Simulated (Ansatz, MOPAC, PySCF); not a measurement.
System: SrF (charge 0, doublet). SMILES: [F][Sr]
Geometry: optimised at B3LYP-D3(BJ)/def2-TZVP (Ansatz, a program for electronic structure).

Quantity: vertical ionisation energy to the singlet, in eV. Set-up: def2 sets with scalar-relativistic core potentials past Kr; LANL2DZ with its own core potentials from Na on; STO-3G and 3-21G all-electron and non-relativistic; 6-31G* and kin with 6d, 5d where marked; no spin-orbit coupling; UHF or UKS for open shells; frozen cores in correlated levels (noble-gas shells and the d and f shells of earlier blocks; the outer core of K, Ca and congeners matters and is frozen too); each state is the SCF solution reached for its charge and spin. First-principles rows: single points at B3LYP-D3(BJ) geometries (Ansatz). Semi-empirical rows: differences of heats of formation at the shared geometry for vertical values. The spin state of an ion or metal species was assumed, not searched.

```tsv
level	program	vertical ionisation energy to the singlet (eV)
AM1	MOPAC	6.35
PM3	MOPAC	6.67
MNDO	MOPAC	6.16
HF/6-31G* with LANL2DZ past Ar	Ansatz	5.41
PBE/6-31G* with LANL2DZ past Ar	Ansatz	5.81
B3LYP/STO-3G	Ansatz	2.51
B3LYP/3-21G	Ansatz	5.80
B3LYP/6-31G* with LANL2DZ past Ar	Ansatz	5.90
M06-2X/6-31G* with LANL2DZ past Ar (5d)	PySCF	5.85
MP2/6-31G* with LANL2DZ past Ar	Ansatz	5.39
B3LYP/def2-TZVPD	Ansatz	5.64
wB97X-V/def2-TZVPD	Ansatz	5.34
```

No value to compare with is used here. The 10 habitual levels span 2.51 (B3LYP/STO-3G) to 6.67 eV (PM3); B3LYP/def2-TZVPD gives 5.64.

The levels are drawn from those run, B3LYP/6-31G* more often than the rest, none by its result; runs whose electronic state is in doubt are left out.
